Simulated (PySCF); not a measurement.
# Telling isomers of C6H6O2Si apart by NMR

- GFN2-xTB structure
- σ from GIAO-PBE0/pcSseg-1
- run in PySCF 2.14.0 with density-fitted response routines
- no relativistic terms, a single conformation, in vacuum, fast rotation and ring inversion assumed for equivalent nuclei

Shifts are taken against calculated references (same method and geometry level): $^{1}$H (σ = 31.72 ppm) and $^{13}$C (σ = 186.93 ppm) against TMS. Where no couplings were computed, multiplicities follow the n + 1 count of equivalent neighbours, and m marks all less simple cases (inequivalent or close neighbours, rings, F or P nearby). Shifts are as computed. Against solution values, carbons near 30 ppm lie about +3 ppm off and those near 130 ppm about +5 ppm. Of 1211 compounds with measured shifts, 218 miss one by over three times the rms of a fit or turn the order of signals round; such compounds aren't used in these exercises.

(1) Tabulate the signals of `C#C[C@@H]1C(=O)[SiH2][C@@H]1C=O`, `C#C[C@@H]([SiH3])C(=C=O)C=O` and their relative energies.

(2) What is the quickest way to tell C#C[C@@H]1C(=O)[SiH2][C@@H]1C=O from C#C[C@@H]([SiH3])C(=C=O)C=O?

Answers

(1) 
| SMILES | carbon types | δC | δH | E rel. (kcal/mol) |
| --- | --- | --- | --- | --- |
| C#C[C@@H]1C(=O)[SiH2][C@@H]1C=O | 2×C 4×CH | 226.2, 205.7, 91.3, 78.5, 57.5, 37.0 | 10.59 (d, 1H), 5.53 (m, 1H), 5.29 (m, 1H), 4.16 (m, 1H), 3.19 (m, 1H), 2.45 (d, 1H) | 5.4 |
| C#C[C@@H]([SiH3])C(=C=O)C=O | 3×C 3×CH | 208.1, 185.3, 85.8, 79.0, 59.3, 8.5 | 9.94 (s, 1H), 4.00 (d, 3H), 2.97 (m, 1H), 1.76 (d, 1H) | 0.0 |

Energies are electronic energies at PBE0/pcSseg-1 on these geometries, without zero-point or thermal terms, each for the one conformer computed, which needn't be the lowest.

(2) Both give the same number of carbon signals, but DEPT or the intensities differ. The first has an sp3 CH bonded to Si, α to a carbonyl at 37.0 ppm, the second an allylic sp3 CH bonded to Si at 8.5 ppm. Their most deshielded carbons lie at 226.2 and 208.1 ppm. In the proton spectra the most deshielded non-exchanging signals are 10.59 (d, 1H) and 9.94 (s, 1H).
